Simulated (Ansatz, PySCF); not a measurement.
Members of the series SiXY, Y = amino; each row names its spin state. All species are isolated molecules in the gas phase. One relaxed conformer stands for each flexible species; it need not be the lowest. Strings in code marks are SMILES.

Quantity: adiabatic spin-state energy, in eV. HF references are unrestricted for open shells and restricted for singlets. The restricted reference of `N[Si][AlH2]` is unstable towards unrestricted orbitals.

Level 1: frozen-core CCSD(T)/cc-pVTZ // PBE0-D3(BJ)/def2-TZVP (Ansatz, a program for electronic structure)
Level 2: HSE06/cc-pVTZ // PBE0-D3(BJ)/def2-TZVP (Ansatz)
Level 3: LC-ωPBE/cc-pVTZ // PBE0-D3(BJ)/def2-TZVP (Ansatz)
Level 4: SVWN5/6-31G* // PBE0-D3(BJ)/def2-TZVP (PySCF)

```
species                                                level 2  level 3  level 4
-----------------------------------------------------  -------  -------  -------
`N[SiH]`: multiplicity 3 minus multiplicity 1             1.57     1.50     1.79
`N[Si]C=O`: multiplicity 3 minus multiplicity 1           1.07     1.30     1.00
`N[Si]S`: multiplicity 3 minus multiplicity 1             2.02     1.95     2.24
`N[Si][AlH2]`: multiplicity 3 minus multiplicity 1        0.54     0.50     0.76
`[C-]#[N+][Si]N`: multiplicity 3 minus multiplicity 1     2.14     2.09     2.30
```

What does level 1 give for each?


- `N[SiH]`: multiplicity 3 minus multiplicity 1: 1.80
- `N[Si]C=O`: multiplicity 3 minus multiplicity 1: 1.47
- `N[Si]S`: multiplicity 3 minus multiplicity 1: 2.24
- `N[Si][AlH2]`: multiplicity 3 minus multiplicity 1: 0.79
- `[C-]#[N+][Si]N`: multiplicity 3 minus multiplicity 1: 2.42
